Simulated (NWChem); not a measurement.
# MgSiH₃OCl; SMILES [SiH3][O][Mg][Cl]

```xyz
7

Mg     0.1045    -0.8317    -0.0010
Cl     0.3439    -3.0142     0.0004
O     -0.0905     0.9478    -0.0022
Si    -0.2701     2.5733    -0.0032
H     -1.0577     3.0368    -1.1844
H      1.0500     3.2701    -0.0470
H     -0.9832     3.0464     1.2206
```
Atoms are numbered in this order, from 1.

All runs use the structure optimised with B3LYP/6-31G* (spherical d).

**Question.** List the 4 lowest vertical singlet excitations from PBE/def2-SVPD, TDA (NWChem).

**Answer.** 
| state | energy (eV) | oscillator strength | leading excitation (squared amplitude) |
|---|---|---|---|
| S1 | 4.46 | 0.009 | HOMO → LUMO (1.00) |
| S2 | 4.46 | 0.009 | HOMO−1 → LUMO (1.00) |
| S3 | 5.24 | 0.035 | HOMO−2 → LUMO (1.00) |
| S4 | 5.24 | 0.035 | HOMO−3 → LUMO (1.00) |
